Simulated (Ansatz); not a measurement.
(CaSe)n: PBE-D4/def2-TZVPD single points in Ansatz on relaxed structures, gas phase. Each cluster is the lowest isomer that a short search found in that spin, judged at the geometry's level, and lower ones may exist. Binding counts from free atoms in the multiplicity of their measured ground term, without zero-point energy. Singlets are spin-restricted. A dash marks a value that wasn't run or was left out as unsound. The structures are stationary points that may keep the symmetry of their start. Remarks come from the PBE and PBE0 runs and from stability tests at other levels; not every state was tested. A HOMO above zero means that the electron is unbound at that level and held by the basis, or that self-interaction error raises the level; the energy of removing that electron tells which.

| species | atoms | state | geometry | HOMO (eV) | LUMO (eV) | gap (eV) | vertical EA (eV) | binding per atom (eV) | point group (within 0.1 Å) | remarks |
| --- | --- | --- | --- | --- | --- | --- | --- | --- | --- | --- |
| Ca3Se3 | 6 | singlet | PBE0-D4/def2-SVP | -4.41 | -2.45 | 1.96 | 1.24 | 3.09 | Cs | HOMO above zero (-1 doublet) |
| Ca4Se4 | 8 | singlet | PBE0-D4/def2-SVP | -4.93 | -1.90 | 3.03 | – | 3.53 | Td | HOMO above zero (-1 doublet) |

Estimate the rows for Ca2Se2 (singlet, PBE0-D4/def2-SVP geometry).


```json
{"species": "Ca2Se2", "atoms": "4", "state": "singlet", "geometry": "PBE0-D4/def2-SVP", "HOMO (eV)": "-4.43", "LUMO (eV)": "-2.29", "gap (eV)": "2.15", "vertical EA (eV)": "0.97", "binding per atom (eV)": "2.88", "point group (within 0.1 Å)": "D2h", "remarks": "HOMO above zero (-1 doublet)"}
```

The gap (eV) runs from 1.96 (Ca3Se3) to 3.03 (Ca4Se4). The binding per atom (eV) runs from 2.88 (Ca2Se2) to 3.53 (Ca4Se4).
